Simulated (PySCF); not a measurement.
Correlation energy of Cu (copper, neutral)

[Ar] 3d10 4p1, 2P determinant (an excited configuration). Computed with PySCF 2.14 in x2c-TZVPPall (6s5p4d2f1g, 64 functions), with the spin-free X2C one-electron Hamiltonian (Gaussian nucleus). Frozen: [Ne]; 19 electrons correlated.

| level | correlation energy (mhartree) |
| --- | --- |
| CCSD | -721.00 |
| (T) | -17.97 |
| CCSD(T) | -738.97 |

Diagnostics: T1 = 0.043, D1 = 0.2389, largest double amplitude 0.036.

**Question.** Is a single reference adequate?

**Answer.** Largely. T1 is above 0.03 while the doubles stay small, so the singles mainly relax the orbitals.

The basis was made for the ground configuration and has no added diffuse functions, which can raise the energy of the promoted electron.

This basis was not built for core-valence correlation, so the inner-shell part is incomplete.
